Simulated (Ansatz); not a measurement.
Sn₅H₂, relaxed as a singlet with RKS PBE-D4/def2-SVP in Ansatz, starting from the GFN1-xTB geometry. Force threshold 0.02 eV/Å.

In the def2 sets Sn takes a core potential; there is no spin–orbit coupling. The restricted singlet is unstable towards broken spin symmetry in Hartree–Fock (as tested in another run); at PBE-D4/def2-SVP this wasn't settled. Another isomer (singlet) lies 0.15 eV lower at PBE0-D4/def2-TZVP; other spin states weren't run for this one.

Start:

Cartesian coordinates in Å:
```
Sn -1.145 -0.962 1.293
Sn 0.888 0.602 -0.347
Sn -1.214 -0.693 -1.811
Sn -1.884 1.533 -0.220
Sn 0.813 -2.265 -0.583
H 2.161 1.615 0.239
H 0.381 0.169 1.428
```

```json
{"step": "1", "energy (eV)": "-29193.1392", "largest force component (eV/Å)": "1.016", "SCF passes": "19"}
{"step": "2", "energy (eV)": "-29193.2051", "largest force component (eV/Å)": "0.894", "SCF passes": "27"}
{"step": "3", "energy (eV)": "-29193.3167", "largest force component (eV/Å)": "0.154", "SCF passes": "22"}
{"step": "4", "energy (eV)": "-29193.3250", "largest force component (eV/Å)": "0.048", "SCF passes": "22"}
{"step": "5", "energy (eV)": "-29193.3283", "largest force component (eV/Å)": "0.215", "SCF passes": "22"}
{"step": "6", "energy (eV)": "-29193.3390", "largest force component (eV/Å)": "0.261", "SCF passes": "23"}
{"step": "7 (rejected)", "energy (eV)": "-29193.3344", "largest force component (eV/Å)": "0.568", "SCF passes": "26"}
{"step": "8", "energy (eV)": "-29193.3568", "largest force component (eV/Å)": "0.173", "SCF passes": "22"}
{"step": "9", "energy (eV)": "-29193.3645", "largest force component (eV/Å)": "0.064", "SCF passes": "21"}
{"step": "10", "energy (eV)": "-29193.3665", "largest force component (eV/Å)": "0.047", "SCF passes": "23"}
{"step": "11", "energy (eV)": "-29193.3667", "largest force component (eV/Å)": "0.023", "SCF passes": "22"}
{"step": "12 (rejected)", "energy (eV)": "-29193.3666", "largest force component (eV/Å)": "0.035", "SCF passes": "22"}
{"step": "13", "energy (eV)": "-29193.3672", "largest force component (eV/Å)": "0.011", "SCF passes": "22"}
{"step": "14", "energy (eV)": "-29193.3675", "largest force component (eV/Å)": "0.019", "SCF passes": "22"}
{"step": "15", "energy (eV)": "-29193.3680", "largest force component (eV/Å)": "0.046", "SCF passes": "21"}
{"step": "16 (rejected)", "energy (eV)": "-29193.3520", "largest force component (eV/Å)": "0.383", "SCF passes": "23"}
{"step": "17", "energy (eV)": "-29193.3693", "largest force component (eV/Å)": "0.020", "SCF passes": "21"}
{"step": "18", "energy (eV)": "-29193.3695", "largest force component (eV/Å)": "0.061", "SCF passes": "22"}
{"step": "19", "energy (eV)": "-29193.3699", "largest force component (eV/Å)": "0.017", "SCF passes": "22"}
```

Force components are those of the run's own axes.

End:

```csv
atom,x (Å),y (Å),z (Å)
Sn1,-1.206,-0.983,1.324
Sn2,1.189,0.333,-0.265
Sn3,-1.143,-0.553,-1.852
Sn4,-1.836,1.613,-0.188
Sn5,0.745,-2.501,-0.641
H6,1.832,1.908,0.091
H7,0.420,0.183,1.531
```

By distances, no bond broke or formed. The bond that changes most is Sn2–Sn4, from 2.93 to 3.29 Å (atoms count from 1).

The force fell under the threshold at step 13, but the optimiser went on and released 0.003 eV more. No frequencies were taken in this run, so the end may be a saddle point.

It took 38 s on 4 threads of Arm Neoverse V1 on a shared host.
